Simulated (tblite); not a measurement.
Species: C4H12AlN.
Atom-mapped SMILES: `[CH3:1]/[CH:2]=[CH:3]\[CH2:4][AlH2-:5][NH3+:6]` (hydrogens: H7, H8, H9 on C1; H10 on C2; H11 on C3; H12, H13 on C4; H14, H15 on Al5; H16, H17, H18 on N6)
Bond orders are those of one Lewis drawing.

Computed with GFN2-xTB (tblite), gas phase: L-BFGS steps from a force-field or distance-geometry start until the largest atomic force falls under 0.01 eV/Å.

Step 9: E = -507.2385 eV
```
atom  x, y, z in Å  |  force x, y, z in eV/Å
C1      1.7384    0.2639   -1.4215   -0.006   0.013   0.124
C2      1.7152    0.6586    0.0291   -0.030  -0.016   0.005
C3      1.0546   -0.0161    0.9693    0.007   0.010  -0.017
C4      0.2259   -1.2287    0.7382   -0.023   0.063  -0.051
Al5    -1.6041   -0.9999   -0.0832    0.025   0.020  -0.024
N6     -1.9632    1.0496    0.1697   -0.018   0.011  -0.026
H7      2.1397   -0.7459   -1.5371   -0.008   0.077   0.000
H8      2.3557    0.9520   -1.9975   -0.068  -0.059   0.007
H9      0.7251    0.2541   -1.8372    0.059  -0.024   0.066
H10     2.2750    1.5476    0.2997   -0.027  -0.082  -0.028
H11     1.0854    0.3508    1.9930    0.009  -0.011  -0.094
H12     0.7455   -1.9194    0.0540    0.055   0.046   0.077
H13     0.0905   -1.7710    1.6861    0.109  -0.003  -0.033
H14    -2.7945   -1.5618    0.7682   -0.030   0.100  -0.090
H15    -1.7224   -1.0877   -1.6489   -0.100   0.067   0.111
H16    -1.7946    1.3582    1.1229    0.045  -0.101   0.148
H17    -1.3586    1.6090   -0.4257    0.124  -0.053  -0.112
H18    -2.9225    1.2930   -0.0572   -0.123  -0.058  -0.064
```

Step 10: E = -507.2451 eV
```
atom  x, y, z in Å  |  force x, y, z in eV/Å
C1      1.7386    0.2626   -1.4181   -0.011   0.026   0.091
C2      1.7155    0.6587    0.0307    0.011   0.018  -0.029
C3      1.0533   -0.0137    0.9696    0.011  -0.020   0.012
C4      0.2306   -1.2306    0.7397   -0.128   0.094  -0.084
Al5    -1.6106   -0.9929   -0.0871    0.108  -0.074   0.037
N6     -1.9641    1.0477    0.1684   -0.007  -0.042  -0.035
H7      2.1416   -0.7452   -1.5362   -0.004   0.048   0.008
H8      2.3510    0.9507   -1.9978   -0.041  -0.034   0.004
H9      0.7251    0.2529   -1.8301    0.018  -0.043   0.041
H10     2.2772    1.5468    0.2984   -0.027  -0.067  -0.011
H11     1.0880    0.3529    1.9925   -0.009  -0.005  -0.064
H12     0.7556   -1.9173    0.0572    0.047   0.035   0.048
H13     0.1054   -1.7715    1.6890    0.068  -0.009  -0.031
H14    -2.8079   -1.5530    0.7661    0.013   0.118  -0.115
H15    -1.7363   -1.0794   -1.6559   -0.084   0.072   0.143
H16    -1.7937    1.3479    1.1234    0.040  -0.069   0.144
H17    -1.3551    1.6002   -0.4282    0.119  -0.018  -0.101
H18    -2.9230    1.2893   -0.0600   -0.123  -0.030  -0.058
```

Step 11: E = -507.2509 eV
```
atom  x, y, z in Å  |  force x, y, z in eV/Å
C1      1.7385    0.2620   -1.4132   -0.015   0.019   0.012
C2      1.7159    0.6588    0.0323    0.035   0.034  -0.038
C3      1.0525   -0.0118    0.9699    0.005  -0.027   0.023
C4      0.2332   -1.2306    0.7402   -0.161   0.071  -0.083
Al5    -1.6147   -0.9903   -0.0909    0.133  -0.104   0.088
N6     -1.9651    1.0459    0.1668    0.008  -0.063  -0.027
H7      2.1431   -0.7432   -1.5352    0.010  -0.002   0.020
H8      2.3455    0.9486   -1.9979   -0.007   0.010  -0.004
H9      0.7257    0.2506   -1.8223   -0.044  -0.054   0.015
H10     2.2789    1.5450    0.2968   -0.004  -0.021   0.017
H11     1.0902    0.3549    1.9907   -0.022   0.008  -0.007
H12     0.7660   -1.9141    0.0616    0.034   0.025   0.006
H13     0.1214   -1.7719    1.6908    0.015  -0.005  -0.031
H14    -2.8208   -1.5414    0.7619    0.047   0.117  -0.124
H15    -1.7517   -1.0691   -1.6599   -0.063   0.064   0.149
H16    -1.7924    1.3365    1.1256    0.020  -0.048   0.068
H17    -1.3500    1.5910   -0.4319    0.070  -0.011  -0.049
H18    -2.9251    1.2853   -0.0636   -0.061  -0.010  -0.036
```

Step 12: E = -507.2548 eV
```
atom  x, y, z in Å  |  force x, y, z in eV/Å
C1      1.7382    0.2620   -1.4095   -0.017   0.001  -0.056
C2      1.7165    0.6590    0.0332    0.032   0.026  -0.023
C3      1.0524   -0.0109    0.9699   -0.008  -0.009   0.014
C4      0.2326   -1.2292    0.7394   -0.104   0.020  -0.051
Al5    -1.6150   -0.9922   -0.0925    0.101  -0.069   0.099
N6     -1.9658    1.0444    0.1654    0.017  -0.064  -0.016
H7      2.1441   -0.7414   -1.5341    0.023  -0.038   0.029
H8      2.3414    0.9471   -1.9981    0.014   0.043  -0.011
H9      0.7257    0.2478   -1.8165   -0.083  -0.056   0.000
H10     2.2800    1.5434    0.2960    0.023   0.021   0.041
H11     1.0912    0.3564    1.9891   -0.028   0.016   0.038
H12     0.7733   -1.9109    0.0651    0.016   0.020  -0.028
H13     0.1328   -1.7722    1.6908   -0.029   0.003  -0.032
H14    -2.8287   -1.5309    0.7566    0.056   0.097  -0.111
H15    -1.7635   -1.0605   -1.6594   -0.042   0.049   0.131
H16    -1.7912    1.3277    1.1278   -0.002  -0.039  -0.020
H17    -1.3456    1.5843   -0.4350    0.012  -0.019   0.009
H18    -2.9273    1.2824   -0.0666    0.020  -0.004  -0.012
```

Question: Estimate the geometry and energy of step 13. (The exact step hangs on the optimiser's Hessian estimate; all steps are aligned on step 12, rigid shifts and turns removed.)

Answer: E = -507.2576 eV, largest force 0.114 eV/Å
```
atom  x, y, z in Å  |  force x, y, z in eV/Å
C1      1.7376    0.2621   -1.4080   -0.018  -0.013  -0.081
C2      1.7171    0.6593    0.0335    0.016   0.011  -0.005
C3      1.0523   -0.0104    0.9699   -0.020   0.017   0.001
C4      0.2303   -1.2278    0.7378    0.000  -0.019  -0.008
Al5    -1.6129   -0.9954   -0.0916    0.043  -0.013   0.073
N6     -1.9659    1.0429    0.1643    0.023  -0.059  -0.008
H7      2.1450   -0.7406   -1.5329    0.026  -0.045   0.030
H8      2.3391    0.9468   -1.9984    0.014   0.054  -0.015
H9      0.7244    0.2449   -1.8130   -0.085  -0.051  -0.006
H10     2.2810    1.5425    0.2962    0.038   0.039   0.048
H11     1.0912    0.3573    1.9885   -0.029   0.015   0.052
H12     0.7777   -1.9083    0.0670   -0.002   0.019  -0.049
H13     0.1389   -1.7722    1.6897   -0.059   0.008  -0.029
H14    -2.8318   -1.5223    0.7508    0.043   0.069  -0.080
H15    -1.7714   -1.0543   -1.6554   -0.024   0.035   0.102
H16    -1.7904    1.3215    1.1289   -0.016  -0.032  -0.077
H17    -1.3424    1.5798   -0.4369   -0.028  -0.028   0.047
H18    -2.9284    1.2803   -0.0688    0.077  -0.004   0.004
```

The energy changes by -0.0028 eV. The first-order estimate −F·Δx gives -0.0039 eV and the mean of the old and new forces, exact on a quadratic surface, -0.0028 eV. The step makes an angle of 58° with the force vector and moves no atom by more than 0.011 Å.

The cost below is that of the whole relaxation. Hardware: Arm Neoverse N1, one thread, no GPU, on a shared host. Cost: 1.3 s of wall time.
